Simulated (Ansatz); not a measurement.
Cl2GeH4Si (`Cl[SiH](Cl)[GeH3]`). Charge 0, multiplicity 1.

Z-matrix (Å, degrees):
```
Si
Cl 1 2.052
Ge 1 2.375 2 109.3
Cl 1 2.052 2 109.1 3 119.5
H 1 1.480 2 107.2 3 -124.8
H 3 1.536 1 109.6 2 -60.1
H 3 1.536 1 109.6 2 179.8
H 3 1.534 1 108.8 2 59.8
```

Task: List the harmonic frequencies (cm⁻¹, unscaled) at PBE0-D4/def2-TZVP in Ansatz. (Estimate.)

Result: Ansatz gave: 82, 96, 126, 190, 333, 457, 473, 537, 581, 745, 781, 806, 877, 877, 2155, 2166, 2172, 2246.

Task: Is this a minimum?

Result: Yes, all 18 modes are real.

Task: Give the ideal-gas thermochemistry at 298.15 K and 1 bar (rigid rotor, harmonic oscillator; point group Cs, symmetry number 1).

Result: Zero-point energy 93.9 kJ/mol; H(298) − E = 115.4 kJ/mol; entropy 368.7 J/(mol·K), of which translation 173.3, rotation 122.6, vibration 72.8; G(298) − E = 5.5 kJ/mol. Modes under 100 cm⁻¹ are hindered rotations or soft bends, so the harmonic entropy is rough.
